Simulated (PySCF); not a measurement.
C₄H₁₀OSi, SMILES CCC(=O)[SiH2]C.

Coordinates come from a PBE0-D3(BJ)/def2-SVP optimisation. The geometry has at least one imaginary mode, so it is a saddle point at that level. The structure was generated by enumeration, and PubChem lists no compound with its InChIKey, so it may never have been made. Other conformers were not sampled.

Two levels are set side by side: PBE/def2-TZVP (PySCF) and HF/def2-TZVP (PySCF). Same geometry, gas phase. Differences are taken from unrounded values.

```csv
quantity,HF,PBE,PBE minus HF
orbital gap (eV),13.46,3.17,-10.29
highest occupied level (eV),-10.26,-5.28,4.97
lowest empty level (eV),3.20,-2.11,-5.31
dipole moment (D),2.17,1.54,-0.63
mean polarisability (bohr³),72.7,82.6,9.9
```

Without exact exchange PBE keeps part of each electron's self-repulsion, which lifts occupied levels and narrows the gap. PBE's more diffuse valence density responds more strongly to a field. Differences between two approximate levels are no errors against the true value.

Rough cost on one machine, each run with all the roots and properties that it gave: HF against PBE about 1/3.
